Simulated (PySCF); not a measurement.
**Dipole moment and polarisability of `CC(=S)/C([SiH3])=C\[SiH3]`**

Compound: C4H10SSi2.
SMILES with atom numbers: `[CH3:1][C:2](=[S:3])/[C:4]([SiH3:5])=[CH:6]\[SiH3:7]` (hydrogens: H8, H9, H10 on C1; H11, H12, H13 on Si5; H14 on C6; H15, H16, H17 on Si7)

Structure used (GFN2-xTB), in Å, numbered top down from 1:
```xyz
17
C4H10SSi2 angstrom
C     -0.7798    2.1515    0.1254
C      0.2482    1.0719    0.1439
S      1.8404    1.4661    0.1191
C     -0.1857   -0.2999    0.2439
Si    -1.8537   -0.6722    1.0765
C      0.5618   -1.3081   -0.2418
Si     2.1869   -1.2156   -1.2043
H     -1.2500    2.2368    1.1059
H     -1.5618    1.9223   -0.5979
H     -0.3201    3.1054   -0.1211
H     -1.9082   -2.1083    1.3401
H     -1.9530    0.0790    2.3303
H     -2.9468   -0.2806    0.1816
H      0.1806   -2.3114   -0.0949
H      2.2331   -2.4999   -1.9239
H      2.1838   -0.1558   -2.2097
H      3.3172   -1.1690   -0.2830
```

Level: PBE0/def2-SVPD (PySCF), static field, nuclei fixed, core orbitals frozen in the response. The polarisability tensor in these axes (au):

```
x   144.30  -1.17 -19.12
y    -1.17 134.66   8.94
z   -19.12   8.94  99.98
```

Q: What are the eigenvalues, a third of the trace, and Δα (Δα² = ½Σ(αi − αj)² over the three pairs)?

A: Principal values 91.40, 135.08 and 152.47 au; mean 126.31 au = 18.72 Å³ = 20.83 × 10⁻⁴⁰ C²·m²/J; Δα = 54.50 au (43 % of the mean).

Q: What is the dipole moment, and where does it point?

A: (-2.49, -0.23, 0.38) D, 2.53 D in size, pointing from the negative to the positive side. Measured along this direction, the outermost atoms are H17 at the negative end and H13 at the positive end.

Q: Form Σ f/ω² (atomic units) for the 8 lowest TDDFT singlets, given as eV and f, and set it beside the mean polarisability, which is this sum over all singlets: 2.18, 0.0003; 4.16, 0.0840; 4.35, 0.0060; 4.78, 0.0003; 5.27, 0.0445; 5.63, 0.0241; 5.79, 0.0311; 6.10, 0.0008.

A: They add up to 6.34 au, 5.0 % of the 126.31 au; the largest single term is 3.60 au, from the state at 4.16 eV. Terms in order: 0.05, 3.60, 0.23, 0.01, 1.19, 0.56, 0.69, 0.02 au. Higher excitations give the rest. The strengths listed sum to 0.191.

Q: Give the principal axes and the span of the nuclei along them.

A: Largest value along (0.90, -0.24, -0.37), where the nuclei span 6.01 Å; middle along (0.29, 0.95, 0.08), 5.31 Å; least along (0.33, -0.18, 0.93), 2.92 Å. The response follows the extents in order.

Q: Rayleigh depolarisation ratio (linearly polarised light, static tensor)?

A: ρ = 3Δα²/(45ᾱ² + 4Δα²) = 8909.8/(717987 + 11879.7) = 0.0122.

Q: Traceless (Buckingham) quadrupole moment about the centre of nuclear charge: eigenvalues?

A: -3.87, -0.07, 3.94 D·Å. The values depend on the origin, since the dipole doesn't vanish. The electronic extent ⟨r²⟩ about the same centre is 1586 bohr², a root-mean-square distance of 2.39 Å for the 78 electrons.

The structure is a single GFN2-xTB conformer in the gas phase; no vibrational or solvent corrections.

The run behind these numbers computed excited states as well. The run took 89 s wall (grids of density and orbitals included) on an Arm Neoverse N1 with one thread (shared host), and the process peaked at 0.88 GiB of memory.
